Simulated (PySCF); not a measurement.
# Working with the constants of InSb⁺

UHF constants of InSb⁺, ⁴Σ⁻ (quartet), unpaired electrons σ ↑, π ↑↑ (PySCF, scalar-relativistic core potentials, basis sets In def2-TZVPPD with ECP28, Sb def2-TZVPPD with ECP28; masses 114.9039 and 120.9038 u):

```
ωe             : 50.5 cm⁻¹
ωexe           : 0.336 cm⁻¹
Be             : 0.022995 cm⁻¹
αe             : 0.000185 cm⁻¹
De to In⁺ + Sb : 0.237 eV
```

What force constant and bond length do these constants imply?

Reduced mass μred = 58.914 u; k = 5.8918×10⁻⁷·μred·ωe² (u, cm⁻¹, mdyn/Å) = 0.0885 mdyn/Å; Re = √(16.8576/(μred·Be)) (u, cm⁻¹, Å) = 3.528 Å.

Estimate the centrifugal constant D from the Kratzer relation and find the Dunham coefficient a1.

D = 4Be³/ωe² = 1.91e-08 cm⁻¹; a1 = −1 − αeωe/(6Be²) = -3.94.

Spin–orbit coupling is left out, which matters for elements this heavy, above all for dissociation energies. For an ion De counts to the pair picked by the measured ionisation energies or electron affinities, which need not be the lowest pair at this level. Hartree–Fock leaves out correlation, which carries a large part of most bond energies and some tenths to 1 eV of ionisation energies. The state was picked by a PBE0 search and need not be the measured ground state.
